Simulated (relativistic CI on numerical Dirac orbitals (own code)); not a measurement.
# Fe²⁺: 2p photoemission

Computed with this model: Dirac-Coulomb-Breit CI, orbitals from a KLI potential per configuration, model QED, valence Slater integrals scaled by 0.9, multiplet model of photoemission in the sudden approximation; configurations [Ar] 3d6 → [He] 2s2 2p5 3s2 3p6 3d6; 300 K; Lorentzian 0.35 eV and Gaussian 0.6 eV FWHM. Energies are those of the free ion, without screening or charge transfer. The energies are binding energies and can lie tens of eV above those of solids. S is read from ⟨S²⟩ = S(S + 1).

Field parameters in Wybourne normalisation: D3d B²₀ = −7Dσ, B⁴₀ = −14Dq − 21Dτ, B⁴₃ = −14√(10/7) Dq; D4h B²₀ = −7Ds, B⁴₀ = 21(Dq − Dt), B⁴₄ = 21√(5/14) Dq; Oh B⁴₀ = 21Dq, B⁴₄ = √(5/14) B⁴₀. The field is a parameter set, without covalency.

free ion: ground-state S = 2.00, centroid 745.96 eV. Peaks (eV, height): 739.3 (96), 741.1 (100), 742.8 (43), 746.0 (22), 754.7 (64), 756.0 (33), 758.6 (9).

Oh, 10Dq = 15300 cm⁻¹: ground-state S = 2.00, centroid 745.97 eV. Peaks (eV, height): 739.5 (100), 740.9 (88), 742.4 (45), 745.9 (15), 753.8 (48), 754.8 (54), 755.8 (27), 757.5 (11).

D4h, 10Dq = 5950, Ds = -970, Dt = -440 cm⁻¹: ground-state S = 2.00, centroid 745.97 eV. Peaks (eV, height): 739.5 (100), 741.1 (87), 743.0 (39), 746.2 (18), 753.7 (53), 754.9 (57), 758.0 (7).

D3d, 10Dq = 5700, Dσ = -630, Dτ = 390 cm⁻¹: ground-state S = 2.00, centroid 745.97 eV. Peaks (eV, height): 739.5 (100), 741.0 (84), 743.1 (38), 746.2 (18), 753.7 (51), 754.9 (58), 757.8 (7), 758.4 (7).

Oh, 10Dq = 25550 cm⁻¹: ground-state S = 0.01, centroid 746.69 eV. Peaks (eV, height): 741.8 (100), 754.6 (46).

D3d, 10Dq = 18100, Dσ = -800, Dτ = 430 cm⁻¹: ground-state S = 0.02, centroid 746.69 eV. Peaks (eV, height): 741.8 (100), 744.5 (8), 745.6 (10), 754.4 (49), 756.2 (13), 757.7 (7).

Strongest unbroadened transitions for free ion:

| Energy (eV) | Relative strength |
| --- | --- |
| 739.23 | 100.0 |
| 739.72 | 10.8 |
| 740.61 | 6.8 |
| 741.09 | 71.8 |
| 741.15 | 21.7 |
| 741.31 | 8.3 |
| 742.70 | 34.3 |
| 742.97 | 4.2 |
| 743.32 | 10.8 |
| 745.17 | 4.4 |
| 745.67 | 5.4 |
| 746.11 | 15.9 |
| 753.47 | 4.9 |
| 753.55 | 7.5 |
| 754.00 | 28.2 |
| 754.77 | 64.9 |
| 756.05 | 26.4 |
| 758.60 | 7.8 |
